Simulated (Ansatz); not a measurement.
A nudged elastic band was laid between two geometries of CH₅ClSn (8 atoms, charge 0, multiplicity 1).

All numbers below come from RKS BHLYP-D4/def2-SVP in Ansatz.

* movable images: 5
* climbing image: yes
* spring: 2.0 to 10.0 eV/Å², energy-weighted
* optimiser: quadratic models (default)
* start path: through a guess of the saddle point
* force threshold: 0.05 eV/Å
* iteration limit: 60
* end points: relaxed

Image 0:

```xyz
8
Properties=species:S:1:pos:R:3
Sn 0.251 -0.002 -0.013
Cl 0.815 -0.349 2.257
H 1.731 0.152 -0.843
H -0.651 1.443 -0.052
C -0.881 -1.716 -0.610
H -1.664 -1.903 0.126
H -1.337 -1.545 -1.587
H -0.226 -2.587 -0.665
```

Image 6:

```xyz
8
Properties=species:S:1:pos:R:3
Sn -0.074 0.296 -1.096
Cl 1.406 -0.097 1.544
H 2.583 -0.181 1.045
H -1.253 1.150 -0.080
C -1.019 -1.669 -0.738
H -1.237 -1.826 0.322
H -1.973 -1.691 -1.279
H -0.397 -2.488 -1.105
```

(1) What changes between the two ends?

(2) What energy profile does the band end with?

(3) What is the geometry of the highest image?

Answers

(1) Bonds broken: Sn1–Cl2, Sn1–H3. Bonds formed: Cl2–H3. CH5ClSn becomes CH4Sn + ClH.

(2) The forces met the threshold. The highest image is number 3 of 0 to 6, 2.31 eV above the first end and 0.83 eV above the last; the last end lies 1.48 eV above the first. Neighbouring images differ by up to 1.4 eV, so the band resolves the path poorly. The order of the point at the top wasn't checked. The orbitals stay closed-shell, which can raise the energy where a bond breaks towards radicals; this wasn't checked here.

| image | path coordinate (Å) | energy (eV) | Sn1–Cl2 (Å) | Sn1–H3 (Å) | Cl2–H3 (Å) |
| --- | --- | --- | --- | --- | --- |
| 0 | 0.00 | 0.00 | 2.36 | 1.70 | 3.27 |
| 1 | 1.10 | 1.39 | 2.51 | 1.68 | 2.21 |
| 2 | 1.38 | 2.08 | 2.63 | 1.72 | 1.92 |
| 3 | 1.60 | 2.31 | 2.71 | 1.81 | 1.69 |
| 4 | 1.89 | 1.96 | 2.83 | 2.05 | 1.40 |
| 5 | 2.34 | 1.62 | 3.06 | 2.57 | 1.29 |
| 6 | 3.24 | 1.48 | 3.05 | 3.45 | 1.28 |

(3) 
```xyz
8
Properties=species:S:1:pos:R:3
Sn 0.238 0.086 -0.516
Cl 1.340 -0.303 1.930
H 1.824 0.073 0.356
H -0.902 1.339 -0.183
C -0.958 -1.702 -0.721
H -1.553 -1.827 0.186
H -1.631 -1.597 -1.575
H -0.320 -2.574 -0.865
```

Run time: 5.2 min on 1 thread of Arm Neoverse V1, on a shared host, peak memory 0.17 GiB.
